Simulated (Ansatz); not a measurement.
Consider the formal exchange of groups at a C–O bond: `N#CO[SiH3]` + `FBF` → `N#CB(F)F` + silanol.

Calculated with Ansatz (gas phase, PBE0-D4/def2-TZVP geometries, no zero-point term in ΔE). CCSD(T)/CBS is the MP2 limit (def2-TZVPP, def2-QZVPP) plus CCSD(T) − MP2 in def2-TZVPP, frozen cores. This one scheme is used for every species.

`N#CO[SiH3]`:

```xyz
7

N    -1.320    0.585    2.321
C    -0.698    0.721    1.358
O    -0.006    0.904    0.299
Si    0.420   -0.331   -0.785
H     1.210    0.376   -1.811
H     1.216   -1.338   -0.051
H    -0.822   -0.918   -1.332
```

`FBF`:

Cartesian coordinates in Å:
```
F -0.053 -0.623 -1.132
B -0.007 -0.020 0.034
F 0.265 1.264 0.055
H -0.205 -0.621 1.043
```

`N#CB(F)F`:

```xyz
5

N    -1.734   -1.189    0.133
C    -0.787   -0.540    0.060
B     0.483    0.331   -0.037
F     0.409    1.537   -0.532
F     1.629   -0.140    0.376
```

`O[SiH3]`:

```xyz
6

O     1.049    0.223   -0.702
Si   -0.371   -0.123    0.059
H     1.756    0.602   -0.178
H    -0.181   -1.114    1.154
H    -1.262   -0.686   -0.981
H    -0.990    1.097    0.648
```

```tsv
species	CCSD(T)/CBS(def2) energy (Eh)
`N#CO[SiH3]`	-458.79584
`FBF`	-225.09427
`N#CB(F)F`	-317.24121
`O[SiH3]`	-366.69042
```

(1) Work out ΔE.

Largest T1 diagnostic among the species: 0.014.

Answers

(1) ΔE = (-317.24121) + (-366.69042) − (-458.79584) − (-225.09427) = -0.04152 Eh = -109.0 kJ/mol.

At CCSD(T), def2-SVP lies +13.5 kJ/mol from the extrapolated value and def2-TZVPP +2.2 kJ/mol. Leaving LDA and LC-ωPBE aside and taking each functional with its dispersion term where it has one, the values, not all of them listed here, spread over 13.6 kJ/mol, from B97M-V to PBE-D4. LDA lies +5.4 kJ/mol from PBE without D4.
